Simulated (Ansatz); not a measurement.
Ansatz (a first-principles code) input (HF/6-31G*):

Ansatz 0.2 input:
```yaml
crystal:
  periodic: [false, false, false]
  atoms:
    - {symbol: C, position_ang: [1.46871900, -0.10220400, -0.17749300]}
    - {symbol: C, position_ang: [0.20127400, -0.01291600, -0.01782900]}
    - {symbol: O, position_ang: [-1.06597100, 0.15715700, 0.07537200]}
    - {symbol: H, position_ang: [-1.49218500, -0.56653100, 0.56895600]}
basis:
  gaussian:
    orbitals: 6-31G*
hamiltonian:
  xc: {name: HF}
magnetization: {spin_polarized: true, initial_magnetization: 1}
relax: {f_tol: 0.003, max_steps: 120}
```

From the output:

```
the calculation of the forces begins
reference -4108.76431455 eV, -150.9943035393 hartree; 11, 10 occupied and 36, 37 virtual orbitals, 491 factors
relax step   1: F+E_penalty+E_count = -4108.76431455 eV  Δ(F+E_penalty+E_count) = +0.000e0 eV  max|allowed force component| = 1.240e0 eV/Å  Δτ_max = 0.0000 Å  (244 SCF iters, accepted)
these checks for a lower state are left out or cut short: starts, cluster_reference, orbital_swaps, neighbouring_geometries, increment
integrals: 0.01 GiB planned
491 factors; integrals over basis functions are off by at most 3.1e-4 eV
mean field: 0.09 GiB planned
mean field evaluation 160: about -4108.7847 eV, gradient 4.9e-3 eV
mean field -4108.78572270 eV, -150.9950902742 hartree, gradient 8.0e-6 eV, S^2 0.754585; 0 other end points of the search recorded, 0 dependent functions left out
the calculation of the forces begins
reference -4108.78572270 eV, -150.9950902742 hartree; 11, 10 occupied and 36, 37 virtual orbitals, 491 factors
relax step   2: F+E_penalty+E_count = -4108.78572270 eV  Δ(F+E_penalty+E_count) = -2.141e-2 eV  max|allowed force component| = 2.350e-1 eV/Å  Δτ_max = 0.0156 Å  (50 SCF iters, accepted)
these checks for a lower state are left out or cut short: starts, cluster_reference, orbital_swaps, neighbouring_geometries, increment
integrals: 0.01 GiB planned
491 factors; integrals over basis functions are off by at most 3.0e-4 eV
mean field: 0.09 GiB planned
mean field -4108.78671600 eV, -150.9951267772 hartree, gradient 9.6e-6 eV, S^2 0.754568; 0 other end points of the search recorded, 0 dependent functions left out
the calculation of the forces begins
reference -4108.78671600 eV, -150.9951267772 hartree; 11, 10 occupied and 36, 37 virtual orbitals, 491 factors
relax step   3: F+E_penalty+E_count = -4108.78671600 eV  Δ(F+E_penalty+E_count) = -9.933e-4 eV  max|allowed force component| = 7.825e-2 eV/Å  Δτ_max = 0.0042 Å  (47 SCF iters, accepted)
these checks for a lower state are left out or cut short: starts, cluster_reference, orbital_swaps, neighbouring_geometries, increment
integrals: 0.01 GiB planned
491 factors; integrals over basis functions are off by at most 3.0e-4 eV
mean field: 0.09 GiB planned
mean field -4108.78703250 eV, -150.9951384084 hartree, gradient 1.1e-5 eV, S^2 0.754555; 0 other end points of the search recorded, 0 dependent functions left out
the calculation of the forces begins
reference -4108.78703250 eV, -150.9951384084 hartree; 11, 10 occupied and 36, 37 virtual orbitals, 491 factors
relax step   4: F+E_penalty+E_count = -4108.78703250 eV  Δ(F+E_penalty+E_count) = -3.165e-4 eV  max|allowed force component| = 6.344e-2 eV/Å  Δτ_max = 0.0027 Å  (48 SCF iters, accepted)
these checks for a lower state are left out or cut short: starts, cluster_reference, orbital_swaps, neighbouring_geometries, increment
integrals: 0.01 GiB planned
491 factors; integrals over basis functions are off by at most 3.0e-4 eV
mean field: 0.09 GiB planned
mean field -4108.78787872 eV, -150.9951695064 hartree, gradient 1.9e-5 eV, S^2 0.754495; 0 other end points of the search recorded, 0 dependent functions left out
the calculation of the forces begins
reference -4108.78787872 eV, -150.9951695064 hartree; 11, 10 occupied and 36, 37 virtual orbitals, 491 factors
relax step   5: F+E_penalty+E_count = -4108.78787872 eV  Δ(F+E_penalty+E_count) = -8.462e-4 eV  max|allowed force component| = 2.329e-2 eV/Å  Δτ_max = 0.0144 Å  (55 SCF iters, accepted)
these checks for a lower state are left out or cut short: starts, cluster_reference, orbital_swaps, neighbouring_geometries, increment
integrals: 0.01 GiB planned
491 factors; integrals over basis functions are off by at most 3.0e-4 eV
mean field: 0.09 GiB planned
mean field evaluation 192: about -4108.7879 eV, gradient 2.9e-2 eV
mean field -4108.78788919 eV, -150.9951698914 hartree, gradient 1.1e-5 eV, S^2 0.754498; 0 other end points of the search recorded, 0 dependent functions left out
the calculation of the forces begins
reference -4108.78788919 eV, -150.9951698914 hartree; 11, 10 occupied and 36, 37 virtual orbitals, 491 factors
relax step   6: F+E_penalty+E_count = -4108.78788919 eV  Δ(F+E_penalty+E_count) = -1.048e-5 eV  max|allowed force component| = 2.582e-2 eV/Å  Δτ_max = 0.0030 Å  (50 SCF iters, accepted)
these checks for a lower state are left out or cut short: starts, cluster_reference, orbital_swaps, neighbouring_geometries, increment
integrals: 0.01 GiB planned
491 factors; integrals over basis functions are off by at most 3.0e-4 eV
mean field: 0.09 GiB planned
mean field -4108.78790081 eV, -150.9951703184 hartree, gradient 1.9e-5 eV, S^2 0.754496; 0 other end points of the search recorded, 0 dependent functions left out
the calculation of the forces begins
reference -4108.78790081 eV, -150.9951703184 hartree; 11, 10 occupied and 36, 37 virtual orbitals, 491 factors
relax step   7: F+E_penalty+E_count = -4108.78790081 eV  Δ(F+E_penalty+E_count) = -1.162e-5 eV  max|allowed force component| = 1.582e-4 eV/Å  Δτ_max = 0.0011 Å  (39 SCF iters, accepted)
integrals: 0.01 GiB planned
491 factors; integrals over basis functions are off by at most 3.0e-4 eV
mean field: 0.09 GiB planned
mean field evaluation 224: about -4108.7002 eV, gradient 3.9e-1 eV
mean field evaluation 256: about -4108.7462 eV, gradient 5.0e-1 eV
mean field evaluation 288: about -4108.2241 eV, gradient 8.1e-1 eV
mean field evaluation 320: about -4107.0888 eV, gradient 1.4e1 eV
mean field evaluation 352: about -4108.5878 eV, gradient 5.5e0 eV
mean field -4108.78790081 eV, -150.9951703184 hartree, gradient 1.9e-5 eV, S^2 0.754496; 3 other end points of the search recorded, 0 dependent functions left out
the calculation of the forces begins
reference -4108.78790081 eV, -150.9951703184 hartree; 11, 10 occupied and 36, 37 virtual orbitals, 491 factors
Total energy: -4108.78790081 eV, -150.9951703184 hartree
Atom 0 at     1.448869    -0.113476    -0.164420 Å, force     0.000129    -0.000038    -0.000113 eV/Å
Atom 1 at     0.196182     0.000385    -0.031319 Å, force     0.000009     0.000114     0.000158 eV/Å
Atom 2 at    -1.066420     0.153478     0.080639 Å, force    -0.000042    -0.000126    -0.000020 eV/Å
Atom 3 at    -1.466794    -0.564881     0.564106 Å, force    -0.000096     0.000050    -0.000025 eV/Å
Dipole moment:    -0.779366    -0.250734     0.270644 e Å
```

The geometry given is a B3LYP-D3(BJ)/def2-TZVP minimum.
